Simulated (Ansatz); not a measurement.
Molecule: C₆H₁₃ (charge 0, doublet). It need not be the lowest isomer of its formula. 
Structure (B3LYP-D3(BJ)/def2-TZVP (Ansatz, a program for electronic structure) minimum search):
```xyz
19

C      1.8954    -0.7108    -0.7616
C      1.1955     0.6564    -0.6157
C     -0.0336     0.6244     0.2320
C      0.1131     0.5521     1.7140
C     -1.3706     0.3443    -0.3735
C     -1.8338    -1.1199    -0.2347
H      2.1743    -1.1130     0.2141
H      2.8045    -0.6205    -1.3605
H      1.2419    -1.4366    -1.2480
H      1.9169     1.3617    -0.1871
H      0.9467     1.0287    -1.6142
H      0.9571     1.1535     2.0630
H      0.2951    -0.4733     2.0714
H     -0.7892     0.9000     2.2245
H     -1.3598     0.6126    -1.4337
H     -2.1273     0.9807     0.1030
H     -1.1460    -1.8000    -0.7397
H     -1.8851    -1.4160     0.8145
H     -2.8261    -1.2564    -0.6702
```
Charge 0, spin multiplicity 2.

Total electronic energies in hartree. Correlated levels leave the core frozen unless marked. Open shells are spin-unrestricted. No spin-orbit coupling. No relativistic terms. CBS marks a two-point X^-3 extrapolation of the correlation energy; Hartree-Fock from the larger set. The bracket is a focal-point correction in the basis named.

```json
[
 {"level": "HF/6-31G*", "program": "Ansatz", "energy (Eh)": "-234.73978"},
 {"level": "HF/cc-pVDZ", "program": "Ansatz", "energy (Eh)": "-234.75707"},
 {"level": "RI-HF/cc-pVTZ", "program": "Ansatz", "energy (Eh)": "-234.82177"},
 {"level": "PBE-D4/def2-TZVPD", "program": "Ansatz + dftd4", "energy (Eh)": "-236.16923"},
 {"level": "BLYP/def2-TZVPD", "program": "Ansatz", "energy (Eh)": "-236.34900"},
 {"level": "PBE0/STO-3G", "program": "Ansatz", "energy (Eh)": "[?]"},
 {"level": "PBE0/6-31G*", "program": "Ansatz", "energy (Eh)": "-236.12107"},
 {"level": "PBE0-D3(BJ)/def2-TZVP", "program": "Ansatz + dftd3", "energy (Eh)": "-236.21672"},
 {"level": "PBE0-D3(BJ)/def2-TZVPD", "program": "Ansatz + dftd3", "energy (Eh)": "-236.21737"},
 {"level": "PBE0-D4/def2-TZVP", "program": "Ansatz + dftd4", "energy (Eh)": "-236.21566"},
 {"level": "PBE0-D4/def2-TZVPD", "program": "Ansatz + dftd4", "energy (Eh)": "-236.21631"},
 {"level": "BHLYP-D3(BJ)/def2-TZVPD", "program": "Ansatz + dftd3", "energy (Eh)": "-236.36523"},
 {"level": "BHLYP-D4/def2-TZVPD", "program": "Ansatz + dftd4", "energy (Eh)": "-236.36169"},
 {"level": "HSE06-D4/def2-TZVPD", "program": "Ansatz + dftd4", "energy (Eh)": "-236.19992"},
 {"level": "LC-wPBE-D4/def2-TZVPD", "program": "Ansatz + dftd4", "energy (Eh)": "-236.37413"},
 {"level": "wB97M-V/def2-TZVPD", "program": "Ansatz", "energy (Eh)": "-236.35078"},
 {"level": "B2GP-PLYP-D3(BJ)/def2-TZVPD", "program": "Ansatz + dftd3", "energy (Eh)": "-236.21511"},
 {"level": "RPA@PBE/cc-pVTZ", "program": "Ansatz", "energy (Eh)": "-236.53091"},
 {"level": "CCSD/6-31G", "program": "Ansatz", "energy (Eh)": "-235.25557"},
 {"level": "CCSD/cc-pVDZ", "program": "Ansatz", "energy (Eh)": "-235.68826"},
 {"level": "CCSD/cc-pVTZ", "program": "Ansatz", "energy (Eh)": "-235.92551"},
 {"level": "CCSD(T) with core electrons/cc-pwCVTZ", "program": "Ansatz", "energy (Eh)": "-236.27200"},
 {"level": "RI-MP2/CBS(cc-pVTZ,cc-pVQZ)+[CCSD(T)-MP2]/cc-pVTZ", "program": "Ansatz", "energy (Eh)": "-236.0924"}
]
```

### Question
Complete the blanks.

### Answer

- PBE0/STO-3G, energy (Eh): -233.33835
